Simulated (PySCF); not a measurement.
Delta-SCF ions had no search for a lower state. Excitations are Tamm–Dancoff values on a coarser integration grid. The basis has no diffuse functions, so Rydberg states are missing or too high.

## F4Sn, SMILES `[F][Sn]([F])([F])[F]` (charge 0, multiplicity 1)

Calculation: PySCF with TPSSh-D3(BJ)/def2-TZVP // PBE0-D3(BJ)/def2-SVP.

- HOMO = -11.21 eV
- dipole moment = 0.00 D
- HOMO–LUMO gap = 6.84 eV
- LUMO = -4.38 eV
- S1 excitation (TDA) = 6.15 eV
- S1 oscillator strength = 0.000
- vertical ionisation energy (Delta-SCF) = 14.13 eV
- total energy = -613.8824 Ha
- cost = around 5 core-minutes (rough)

Bond lengths (Å): F1–Sn2 1.902, Sn2–F3 1.902, Sn2–F4 1.902, Sn2–F5 1.902. Bond angles (°): F1–Sn2–F3 109.5, F1–Sn2–F4 109.5, F1–Sn2–F5 109.5, F3–Sn2–F4 109.5, F3–Sn2–F5 109.5, F4–Sn2–F5 109.5.
